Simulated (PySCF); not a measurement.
**Predicted spectroscopic data**

One computed conformer, averaged over atoms made equivalent by symmetry, fast rotation or ring inversion, in vacuum, non-relativistic. σ from GIAO-PBE0/pcSseg-1; structure optimised with GFN2-xTB; PySCF 2.14.

References, each an isolated molecule treated in the same way: ¹H and ¹³C vs TMS. Splittings of carbon signals by F and P are missing where no couplings were computed. Where no couplings were computed, multiplicities follow the n + 1 count of equivalent neighbours, and m marks all less simple cases (inequivalent or close neighbours, rings, F or P nearby). Shifts are as computed. Against solution values, carbons near 30 ppm lie about +3 ppm off and those near 130 ppm about +5 ppm. Of 1211 compounds with measured shifts, 218 miss one by over three times the rms of a fit or turn the order of signals round; such compounds aren't used in these exercises.

Compound 1 (C$_{5}$HF$_{6}$P). ¹H NMR (400 MHz, computed): δ 8.53 (m, 1H). ¹³C{¹H} NMR (computed): δ 172.0, 138.7, 134.9, 134.4, 131.6. Structure: `FC(F)=C(F)P1C=C1C(F)(F)F`.

Compound 2 (C$_{6}$H$_{4}$FN$_{3}$). ¹H NMR (400 MHz, computed): δ 8.95 (m, 1H), 8.26 (m, 1H), 8.00 (m, 1H), 7.37 (m, 1H). ¹³C{¹H} NMR (computed): δ 164.0, 139.0, 129.9, 124.1, 121.6, 117.3. Structure: `Fc1ccc2cnnn2c1`.
